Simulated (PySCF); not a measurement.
**Two-dimensional NMR puzzle**

Compound of formula C5H9FSi2. Correlations simulated from computed shifts and the bond graph:

HSQC (one-bond C–H):
```tsv
δH	δC
7.55	156.8
7.51	155.3
6.94	143.2
2.32	31.2
```

COSY cross peaks (H two or three bonds apart, from the bond graph; peaks can be absent where the dihedral angle is near 90°):
```tsv
δH	δH
7.55	7.51
7.55	4.57
7.55	4.54
7.51	5.24
6.94	4.57
6.94	4.54
4.57	4.54
```

HMBC (two and three bonds, from the bond graph):
```tsv
δH	δC
7.55	155.3, 143.2
7.51	167.4, 156.8
6.94	167.4, 156.8, 31.2
5.24	167.4, 156.8, 155.3, 143.2, 31.2
4.57	167.4, 156.8, 155.3, 143.2
4.54	167.4, 156.8, 155.3, 143.2
2.32	167.4, 143.2
```

Carbons without hydrogens: δ 167.4.

Computational details: NMR shieldings at PBE0/pcSseg-1/GIAO, geometry: GFN2-xTB, in PySCF 2.14 (no solvent, a single conformation, non-relativistic Hamiltonian, equivalent nuclei averaged).

Shifts are taken against calculated references (same method and geometry level): ¹H (σref 31.72), ¹³C (σref 186.93) vs TMS.

Exchangeable hydrogens are left out of these lists.

Question: Which molecule is this?

Answer: SMILES CC1=C[SiH2]C=C[Si@@H]1F.

Structure with atom numbers: `[CH3:1][C:2]1=[CH:3][SiH2:4][CH:5]=[CH:6][Si@@H:7]1[F:8]`. Hydrogens are named by the atom that carries them. Ha(Si4) is cis to F8 on the ring; Hb(Si4) is trans to F8 on the ring.

δC 167.4 is C2, a fully substituted alkene carbon. δC 156.8 is C5, an alkene CH (δH 7.55). δC 155.3 is C6, an alkene CH (δH 7.51). δC 143.2 is C3, an alkene CH (δH 6.94). δC 31.2 is C1, an allylic methyl carbon (δH 2.32). HMBC from δH 7.51 reaches the proton-free carbon C2. HMBC from δH 6.94 reaches the proton-free carbon C2. HMBC from δH 5.24 reaches the proton-free carbon C2. HMBC from δH 4.57 reaches the proton-free carbon C2. COSY links 7.55–7.51, 7.55–4.57, 7.55–4.54, 7.51–5.24, 6.94–4.57, 6.94–4.54.

The shifts were computed for this structure.

Shifts are as computed. Against solution values, carbons near 30 ppm lie about +3 ppm off and those near 130 ppm about +5 ppm. Of 1211 compounds with measured shifts, 218 miss one by over three times the rms of a fit or turn the order of signals round; such compounds aren't used in these exercises.
